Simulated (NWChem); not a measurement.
chlorotrifluoromethane (CClF3); SMILES FC(F)(F)Cl

```xyz
5

F     -0.9873    -0.7468     0.8099
C      0.0000     0.0000     0.3562
F     -0.1531     1.2285     0.8099
F      1.1405    -0.4816     0.8099
Cl     0.0000     0.0000    -1.4034
```
Atoms are numbered in this order, from 1.

Geometry: optimised at PBE0/def2-SVP.

### Question
List the 4 lowest vertical singlet excitations from CAM-B3LYP/def2-SVPD, TDA (NWChem).

### Answer
```tsv
state	energy (eV)	oscillator strength	leading excitation (squared amplitude)
S1	7.99	0.000	HOMO → LUMO (0.86)
S2	7.99	0.000	HOMO−1 → LUMO (0.86)
S3	9.84	0.099	HOMO → LUMO+1 (0.42)
S4	9.84	0.099	HOMO−1 → LUMO+1 (0.42)
```
